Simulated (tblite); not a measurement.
C6H16BP.
SMILES with atom numbers: `[BH3-:1][P@@H+:2]([CH:3]=[CH2:4])[CH2:5][CH2:6][CH2:7][CH3:8]` (hydrogens: H9, H10, H11 on B1; H12 on P2; H13 on C3; H14, H15 on C4; H16, H17 on C5; H18, H19 on C6; H20, H21 on C7; H22, H23, H24 on C8)
Bond orders are those of one Lewis drawing.

Computed with GFN2-xTB (tblite), gas phase: L-BFGS steps from a force-field or distance-geometry start until the largest atomic force falls under 0.01 eV/Å.

Step 12: E = -672.6885 eV
```
atom  x, y, z in Å  |  force x, y, z in eV/Å
B1     -1.8079    0.0763    2.0642    0.028   0.019   0.047
P2     -1.6289   -0.7988    0.3624    0.021  -0.036  -0.062
C3     -2.6255   -0.1463   -1.0048    0.034   0.008   0.002
C4     -2.9538    1.1339   -1.0632    0.023  -0.010  -0.019
C5      0.0461   -0.9965   -0.4193   -0.038  -0.059  -0.009
C6      1.0645    0.0221    0.0832   -0.061  -0.041  -0.014
C7      2.4151   -0.2612   -0.5735   -0.052  -0.018  -0.005
C8      3.5268    0.6713   -0.1170    0.019   0.023   0.010
H9     -1.7270   -0.7859    2.8759    0.020  -0.079   0.060
H10    -0.9047    0.8455    2.1344    0.003   0.117  -0.036
H11    -2.8757    0.5968    2.0267   -0.074  -0.017   0.044
H12    -2.0439   -2.1231    0.2381   -0.052  -0.070   0.047
H13    -2.9436   -0.8650   -1.7528    0.010   0.097  -0.016
H14    -3.5509    1.5446   -1.8626    0.022   0.029   0.022
H15    -2.6278    1.8093   -0.2868   -0.066   0.013  -0.042
H16     0.4093   -2.0018   -0.1902   -0.040  -0.025   0.025
H17    -0.0646   -0.9141   -1.5055    0.007  -0.030   0.026
H18     1.1381   -0.0517    1.1701    0.081  -0.022  -0.022
H19     0.7175    1.0328   -0.1485    0.090  -0.014  -0.058
H20     2.6995   -1.2925   -0.3506    0.031  -0.009  -0.006
H21     2.2938   -0.1873   -1.6570    0.035   0.055  -0.025
H22     3.2168    1.7085   -0.1979   -0.028   0.060  -0.003
H23     3.8040    0.4713    0.9137   -0.068   0.022   0.078
H24     4.4113    0.5315   -0.7314    0.052  -0.015  -0.043
```

Step 13: E = -672.6921 eV
```
atom  x, y, z in Å  |  force x, y, z in eV/Å
B1     -1.8069    0.0774    2.0676   -0.003  -0.017   0.002
P2     -1.6294   -0.7996    0.3618   -0.016  -0.061  -0.008
C3     -2.6227   -0.1455   -1.0058   -0.003   0.010  -0.020
C4     -2.9530    1.1341   -1.0644    0.015   0.019  -0.008
C5      0.0438   -0.9990   -0.4195   -0.005  -0.072  -0.043
C6      1.0634    0.0183    0.0808   -0.024   0.008  -0.008
C7      2.4145   -0.2598   -0.5735   -0.013  -0.043  -0.027
C8      3.5259    0.6721   -0.1171    0.053   0.041   0.033
H9     -1.7261   -0.7848    2.8779    0.041  -0.090   0.072
H10    -0.9101    0.8506    2.1338    0.052   0.130  -0.031
H11    -2.8752    0.5943    2.0335   -0.105  -0.008   0.028
H12    -2.0470   -2.1265    0.2363   -0.035  -0.012   0.052
H13    -2.9428   -0.8635   -1.7539    0.021   0.095  -0.017
H14    -3.5502    1.5471   -1.8632    0.032   0.008   0.028
H15    -2.6304    1.8098   -0.2865   -0.058   0.008  -0.044
H16     0.4055   -2.0046   -0.1865   -0.039  -0.011   0.006
H17    -0.0665   -0.9167   -1.5067    0.011  -0.046   0.056
H18     1.1427   -0.0549    1.1660    0.053  -0.023   0.025
H19     0.7232    1.0303   -0.1513    0.041   0.005  -0.053
H20     2.7007   -1.2892   -0.3522    0.048  -0.069   0.007
H21     2.2979   -0.1852   -1.6554    0.010   0.058  -0.094
H22     3.2176    1.7098   -0.1989   -0.033   0.062  -0.004
H23     3.8003    0.4727    0.9149   -0.060   0.027   0.067
H24     4.4128    0.5324   -0.7302    0.015  -0.020  -0.019
```

Step 14: E = -672.6957 eV
```
atom  x, y, z in Å  |  force x, y, z in eV/Å
B1     -1.8062    0.0785    2.0717   -0.029  -0.038  -0.024
P2     -1.6302   -0.8012    0.3610   -0.054  -0.065   0.056
C3     -2.6197   -0.1444   -1.0072   -0.032   0.014  -0.027
C4     -2.9519    1.1345   -1.0659    0.005   0.042   0.005
C5      0.0410   -1.0028   -0.4201    0.030  -0.058  -0.043
C6      1.0620    0.0140    0.0777    0.036   0.043  -0.003
C7      2.4143   -0.2590   -0.5744    0.044  -0.052  -0.051
C8      3.5257    0.6739   -0.1166    0.051   0.043   0.042
H9     -1.7240   -0.7850    2.8818    0.061  -0.067   0.055
H10    -0.9151    0.8588    2.1329    0.061   0.105  -0.028
H11    -2.8771    0.5915    2.0423   -0.099  -0.019   0.011
H12    -2.0510   -2.1299    0.2341   -0.020   0.038   0.056
H13    -2.9412   -0.8606   -1.7554    0.027   0.075  -0.033
H14    -3.5486    1.5503   -1.8635    0.032  -0.009   0.015
H15    -2.6342    1.8101   -0.2866   -0.039   0.017  -0.027
H16     0.4003   -2.0080   -0.1820   -0.027  -0.011  -0.012
H17    -0.0688   -0.9212   -1.5075    0.013  -0.061   0.059
H18     1.1485   -0.0593    1.1616    0.018  -0.018   0.054
H19     0.7297    1.0277   -0.1553   -0.013   0.014  -0.041
H20     2.7033   -1.2868   -0.3540    0.056  -0.100   0.008
H21     2.3031   -0.1820   -1.6558   -0.011   0.050  -0.125
H22     3.2182    1.7124   -0.2000   -0.027   0.039  -0.004
H23     3.7952    0.4750    0.9175   -0.050   0.035   0.037
H24     4.4152    0.5333   -0.7288   -0.033  -0.018   0.021
```

Step 15: E = -672.6992 eV
```
atom  x, y, z in Å  |  force x, y, z in eV/Å
B1     -1.8062    0.0793    2.0760   -0.038  -0.034  -0.025
P2     -1.6321   -0.8032    0.3610   -0.067  -0.036   0.090
C3     -2.6173   -0.1429   -1.0087   -0.044   0.017  -0.013
C4     -2.9508    1.1353   -1.0674   -0.004   0.049   0.017
C5      0.0384   -1.0073   -0.4210    0.051  -0.021  -0.007
C6      1.0613    0.0099    0.0743    0.090   0.046  -0.001
C7      2.4154   -0.2589   -0.5767    0.085  -0.046  -0.063
C8      3.5262    0.6766   -0.1155    0.015   0.025   0.033
H9     -1.7203   -0.7859    2.8873    0.077  -0.022   0.017
H10    -0.9196    0.8690    2.1316    0.028   0.044  -0.029
H11    -2.8813    0.5884    2.0523   -0.064  -0.044  -0.005
H12    -2.0555   -2.1324    0.2316   -0.014   0.063   0.061
H13    -2.9388   -0.8570   -1.7577    0.027   0.049  -0.055
H14    -3.5463    1.5537   -1.8638    0.023  -0.019  -0.011
H15    -2.6387    1.8102   -0.2869   -0.015   0.037   0.005
H16     0.3942   -2.0120   -0.1775   -0.007  -0.020  -0.023
H17    -0.0716   -0.9275   -1.5077    0.013  -0.068   0.039
H18     1.1544   -0.0648    1.1578   -0.015  -0.005   0.052
H19     0.7356    1.0252   -0.1599   -0.055   0.008  -0.024
H20     2.7074   -1.2861   -0.3559    0.052  -0.092  -0.009
H21     2.3087   -0.1780   -1.6587   -0.022   0.032  -0.108
H22     3.2184    1.7159   -0.2013   -0.018   0.004  -0.004
H23     3.7892    0.4781    0.9211   -0.037   0.043   0.005
H24     4.4175    0.5341   -0.7267   -0.063  -0.010   0.060
```

Problem. Estimate the geometry and energy of step 16. (The exact step hangs on the optimiser's Hessian estimate; all steps are aligned on step 15, rigid shifts and turns removed.)

Solution. E = -672.7023 eV, largest force 0.108 eV/Å
```
atom  x, y, z in Å  |  force x, y, z in eV/Å
B1     -1.8069    0.0797    2.0797   -0.032  -0.013  -0.010
P2     -1.6348   -0.8053    0.3623   -0.044   0.014   0.077
C3     -2.6159   -0.1412   -1.0100   -0.040   0.018   0.014
C4     -2.9499    1.1367   -1.0686   -0.009   0.039   0.026
C5      0.0368   -1.0114   -0.4215    0.050   0.018   0.042
C6      1.0624    0.0068    0.0711    0.106   0.021  -0.002
C7      2.4180   -0.2596   -0.5801    0.086  -0.029  -0.058
C8      3.5266    0.6794   -0.1141   -0.032  -0.002   0.012
H9     -1.7154   -0.7869    2.8927    0.086   0.026  -0.023
H10    -0.9235    0.8788    2.1299   -0.023  -0.026  -0.032
H11    -2.8864    0.5847    2.0615   -0.022  -0.069  -0.015
H12    -2.0599   -2.1333    0.2298   -0.015   0.060   0.064
H13    -2.9360   -0.8531   -1.7607    0.027   0.028  -0.070
H14    -3.5437    1.5566   -1.8645    0.013  -0.020  -0.036
H15    -2.6429    1.8109   -0.2868    0.004   0.055   0.034
H16     0.3884   -2.0160   -0.1737    0.016  -0.027  -0.025
H17    -0.0741   -0.9348   -1.5073    0.012  -0.066   0.018
H18     1.1594   -0.0701    1.1549   -0.034   0.013   0.026
H19     0.7397    1.0231   -0.1644   -0.072  -0.012  -0.005
H20     2.7124   -1.2870   -0.3579    0.044  -0.054  -0.036
H21     2.3136   -0.1739   -1.6633   -0.019   0.007  -0.060
H22     3.2184    1.7192   -0.2026   -0.012  -0.027  -0.005
H23     3.7832    0.4818    0.9247   -0.026   0.045  -0.013
H24     4.4189    0.5347   -0.7235   -0.060   0.001   0.081
```

The energy changes by -0.0031 eV. The first-order estimate −F·Δx gives -0.0042 eV and the mean of the old and new forces, exact on a quadratic surface, -0.0030 eV. The step makes an angle of 67° with the force vector and moves no atom by more than 0.011 Å.

What follows is the cost of the whole relaxation. On Arm Neoverse N1, one thread, no GPU, on a shared host, this took 2.0 s wall.
